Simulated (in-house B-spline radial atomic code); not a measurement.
Configurations of Mn VI (Mn5+), with energies counted from [Ar] 3d2. Computed with a radial B-spline atomic code at the basis-set limit: non-relativistic B97-1, spin-polarised, spherical fractional occupations, point nucleus. Shells without spins written out take the highest spin.

Caution: exact exchange at fractional occupations of open shells leaves self-interaction of up to several eV.

Occupations are held fixed; configurations that lie above the ionisation limit could autoionise.

| configuration | E - E(ref) (eV) | highest orbital | its <r> (bohr) |
| --- | --- | --- | --- |
| [Ar] 3d(1 up, 1 down) | 2.4057 | 3d up | 0.9146 |
| [Ar] 3d(0 up, 1 down) 4s(0 up, 1 down) | 30.495 | 4s down | 1.962 |
| [Ar] 3d(0 up, 1 down) 4d(0 up, 1 down) | 53.268 | 4d down | 2.499 |
| [Ne] 3s2 3p5 3d2 4s1 | 80.284 | 4s up | 1.952 |
| [Ne] 3s2 3p5 3d2 4p1 | 89.844 | 4p up | 2.122 |
| [Ne] 3s2 3p5 3d2 4d1 | 103.2 | 4d up | 2.484 |

(1) Order these further configurations by energy, lowest first.
A. [Ne] 3s2 3p(3 up, 2 down) 3d(1 up, 1 down) 4f(0 up, 1 down)
B. [Ar] 3d1 4p1
C. [Ne] 3s2 3p5 3d3
D. [Ar] 3d1 4f1
E. [Ne] 3s2 3p(3 up, 2 down) 3d(1 up, 2 down)

(2) How far above the reference does [Ne] 3s2 3p5 3d2 4f1 lie?

Results:

(1) B (40.001 eV), C (47.546 eV), E (55.819 eV), D (63.493 eV), A (118.12 eV).

(2) 113.5 eV; its least bound orbital is 4f up with <r> = 2.817 bohr.
